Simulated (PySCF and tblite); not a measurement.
Values are calculated unless marked as measured or tabulated.
System: C6H11N, numbered as in [CH2:1]1[CH2:2][C:3]2([CH2:4]1)[CH2:5][NH:6][CH2:7]2.

Motion: pyramidal inversion at N6. GFN2-xTB gives an electronic barrier of 5.8 kcal/mol.

Q: What does revPBE/pcSseg-1 + D3(BJ), IEF-PCM tetrahydrofuran give on GFN2-xTB geometries?

A: A barrier of 6.7 kcal/mol, 0.9 above the tight-binding barrier (from unrounded values) and, with GFN2-xTB thermal terms, ΔG‡(298 K) = 5.5 kcal/mol and k = 5.3×10⁸ s⁻¹ (1 equivalent path).

Programs: tblite and PySCF.
